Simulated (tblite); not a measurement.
Isomers of C5H8F2SSi. All values are computed: GFN2-xTB (tblite) harmonic vibrations without scaling, gas phase. Against measured fundamentals such values can be off by several per cent, at times by over 20. Modes of hydrogen on silicon can be 10 to 20 % off. One conformer each.

Electronic energies: GFN2-xTB at the same geometries; isomer energies are rough at this level and their order can be wrong.

```csv
SMILES,"electronic energy, lowest = 0 (kcal/mol)"
CSC1=C(F)[C@H](F)[SiH2]C1,14.8
F[C@@H]1C[C@@]1(F)[C@H]1C[SiH2]S1,1.4
FC(F)[C@H]1CC(=S)C[SiH2]1,0.0
C=C[SiH2][C@@H]1S[C@H]1C(F)F,31.9
```

Question: How do GFN2-xTB zero-point energies change the relative energies?

Answer: 
| SMILES | ZPE (kcal/mol) | of it from modes above 1550 cm⁻¹ | electronic (kcal/mol) | with ZPE, lowest = 0 (kcal/mol) | lowest mode (cm⁻¹) | rings |
| --- | --- | --- | --- | --- | --- | --- |
| FC(F)[C@H]1CC(=S)C[SiH2]1 | 73.4 | 32.0 | 0.0 | 0.0 | 46 | 1 |
| F[C@@H]1C[C@@]1(F)[C@H]1C[SiH2]S1 | 73.3 | 32.7 | 1.4 | 1.3 | 33 | 2 |
| CSC1=C(F)[C@H](F)[SiH2]C1 | 71.8 | 34.8 | 14.8 | 13.2 | 34 | 1 |
| C=C[SiH2][C@@H]1S[C@H]1C(F)F | 71.4 | 34.8 | 31.9 | 29.9 | 33 | 1 |

The zero-point energies span 2.0 kcal/mol, from `C=C[SiH2][C@@H]1S[C@H]1C(F)F` to `FC(F)[C@H]1CC(=S)C[SiH2]1`. The order is unchanged.

Question: What do entropy and thermal enthalpy add at 298.15 K and 1 bar (rigid rotor, harmonic oscillator, one conformer each)?

Answer: 
```
                           SMILES  point group  symmetry number  S (cal/(mol K))  H − H(0) (kcal/mol)  ZPE + H − H(0) − TS (kcal/mol)
        FC(F)[C@H]1CC(=S)C[SiH2]1           C1                1            100.4                 6.86                            50.3
F[C@@H]1C[C@@]1(F)[C@H]1C[SiH2]S1           C1                1            100.0                 6.87                            50.3
        CSC1=C(F)[C@H](F)[SiH2]C1           C1                1            103.7                 7.45                            48.4
     C=C[SiH2][C@@H]1S[C@H]1C(F)F           C1                1            107.7                 7.67                            46.9
```
